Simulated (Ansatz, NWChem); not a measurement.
Worked example: vertical ionisation energy of MnH (SMILES [H][Mn])

MnH has 2 atoms, charge 0, and is taken as a septet. As SMILES, `[H][Mn]`. The shape comes from GFN2-xTB, which is rough for such elements, and wasn't checked as a minimum.

```csv
atom,x (Å),y (Å),z (Å)
Mn,0.0003,0.0059,-0.8120
H,-0.0003,-0.0059,0.8120
```

Both states at this one shape; open shells run unrestricted unless said. 1 Eh = 27.2114 eV.

```tsv
level	program	septet MnH (Eh)	sextet MnH+ (Eh)
U-r2SCAN0/STO-3G	Ansatz	-1139.179735	-1139.026582
UMP2/STO-3G, 5 core orbitals frozen	Ansatz	-1138.234050	-1138.098736
UMP4(SDQ)/6-31G*/LANL2DZ (core potential, Cartesian functions), all electrons correlated	NWChem	-103.871425	-103.626265
UCCSD(T)/STO-3G, 5 core orbitals frozen	Ansatz	-1138.252259	-1138.122146
```

**Question.** Work out the vertical ionisation energy at each level.

**Answer.** 
1. U-r2SCAN0/STO-3G: -1139.026582 − (-1139.179735) = 0.153153 Eh = 4.17 eV.
2. UMP2/STO-3G: -1138.098736 − (-1138.234050) = 0.135314 Eh = 3.68 eV.
3. UMP4(SDQ)/6-31G*/LANL2DZ (core potential, Cartesian functions): -103.626265 − (-103.871425) = 0.245160 Eh = 6.67 eV.
4. UCCSD(T)/STO-3G: -1138.122146 − (-1138.252259) = 0.130113 Eh = 3.54 eV.

No measured value is set beside it here; the levels span 3.54 to 6.67 eV. Minimal sets are far from the basis-set limit. The second state is spin-contaminated at UMP4(SDQ)/6-31G*/LANL2DZ (core potential, Cartesian functions) (⟨S²⟩ = 8.89).
